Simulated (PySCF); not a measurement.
# M06-L on Au⁺ (gold, charge +1)

Configuration: [Xe] 4f14 5d9 6p1, one real determinant (an excited configuration). All numbers are calculated (PySCF 2.14, scalar relativity by spin-free X2C-1e, in x2c-TZVPPall with one added diffuse shell each of s, p, d, f type (12s8p8d4f1g, 113 functions)).

- Total energy: -19013.25 hartree
- One-electron energy: -26026.39 hartree
- Hartree (Coulomb) energy: 7381.93 hartree
- Exchange-correlation energy: -368.79 hartree
- ⟨S²⟩: 2.0012
- ⟨L²⟩: 8.056
- Sum of ⟨r⟩: 43.88 bohr
- Sum of ⟨r²⟩: 55.50 bohr²
- Traceless quadrupole moment −½Σ⟨3z² − r²⟩ along its main axis: -4.83 e·bohr²
- Langevin diamagnetic susceptibility: -44.0 ×10⁻⁶ cm³/mol
- Time after the integrals: roughly 12 core-seconds

```tsv
shell	electrons	mean orbital energy (hartree)	spread (hartree)	rms radius, mean of both spins (bohr)
1s α	1	-2961.12981	0	0.0190
1s β	1	-2961.12937	0	0.0190
2s α	1	-524.06775	0	0.0769
2s β	1	-524.06367	0	0.0769
2p α	3	-454.89157	0.00560	0.0705
2p β	3	-454.88810	0.00166	0.0705
3s α	1	-124.66420	0	0.196
3s β	1	-124.66302	0	0.196
3p α	3	-104.36687	0.00962	0.198
3p β	3	-104.36530	0.00809	0.198
3d α	5	-81.76273	0.01079	0.181
3d β	5	-81.75960	0.00588	0.181
4s α	1	-27.74031	0	0.432
4s β	1	-27.73757	0	0.432
4p α	3	-21.00760	0.01874	0.460
4p β	3	-21.00572	0.01683	0.460
4d α	5	-12.64827	0.02376	0.492
4d β	5	-12.64605	0.02029	0.492
5s α	1	-4.52799	0	0.988
5s β	1	-4.49442	0	0.988
4f α	7	-3.52264	0.02431	0.549
4f β	7	-3.51814	0.01826	0.549
5p α	3	-2.75929	0.03781	1.14
5p β	3	-2.71829	0.00392	1.14
5d α	5	-0.72138	0.04547	1.64
5d β	4	-0.69179	0.02109	1.64
6p α	1	-0.31583	0	3.55
```

⟨L²⟩ = 8.06 against 12 for a pure F term, so this real determinant mixes terms. Spin-orbit coupling, absent here, splits the open shell strongly.

Densities and radii are taken from the X2C orbitals without a picture-change correction, which distorts them close to the nucleus.
